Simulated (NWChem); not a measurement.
A series in which one site is exchanged, each optimised at PBE0/def2-SVP with NWChem, gas phase unless a solvent is named. All stand in one matching conformer (torsions within 35°), which need not be the lowest. For some, no frequency run checked for a minimum. def2 effective core potentials on Sb, Bi; no spin-orbit coupling.

A: [F][Bi]([OH])[OH] (BiH$_{2}$O$_{2}$F; site = Bi)
B: [F][Sc]([OH])[OH] (ScH$_{2}$O$_{2}$F; site = Sc)
C: [OH][Sb]([OH])[F] (SbH2O2F; site = Sb)

```
quantity                                       A     B     C
---------------------------------------------  -  ----  ----
dipole (D), PBE0/def2-SVP                      …  2.58  0.69
orbital gap (eV), PBE0/def2-SVP                …  6.97  7.45
static polarisability, PBE0/def2-SVPD (bohr³)  …  38.6  47.0
```

Problem. Fill in the missing entries.

Solution. 
- dipole (D), PBE0/def2-SVP, A: 1.42
- orbital gap (eV), PBE0/def2-SVP, A: 7.23
- static polarisability, PBE0/def2-SVPD (bohr³), A: 50.7
